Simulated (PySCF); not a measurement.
Si(H)2(NHSiH3)(Me) (CH9NSi2), SMILES N([SiH2]C)[SiH3].

Coordinates come from a PBE0-D3(BJ)/def2-SVP optimisation. One conformer was computed; it need not be the lowest.

All values below come from TDA-PBE/def2-SVPD (PySCF 2.14.0).

Vertical excitations.  State labels are in the subgroup Cs.

```tsv
state	symmetry	energy (eV)	λ (nm)	f	main pairs
S1	A"	5.46	227	0.002	HOMO→LUMO 97 %
S2	A"	5.80	214	0.015	HOMO→LUMO+1 97 %
S3	A"	6.36	195	0.003	HOMO→LUMO+2 99 %
S4	A"	6.54	190	0.005	HOMO→LUMO+3 99 %
S5	A"	6.76	183	0.008	HOMO→LUMO+5 99 %
S6	A'	6.85	181	0.064	HOMO→LUMO+4 98 %
S7	A"	7.19	172	0.002	HOMO→LUMO+6 98 %
S8	A'	7.21	172	0.001	HOMO−1→LUMO 99 %
S9	A"	7.42	167	0.003	HOMO−2→LUMO 99 %
S10	A"	7.57	164	0.001	HOMO→LUMO+7 96 %
T1	A"	5.20	239	0	HOMO→LUMO 99 %
T2	A"	5.67	219	0	HOMO→LUMO+1 99 %
T3	A"	6.18	201	0	HOMO→LUMO+2 99 %
T4	A"	6.41	193	0	HOMO→LUMO+3 99 %
```
Triplets are in the Tamm–Dancoff approximation.
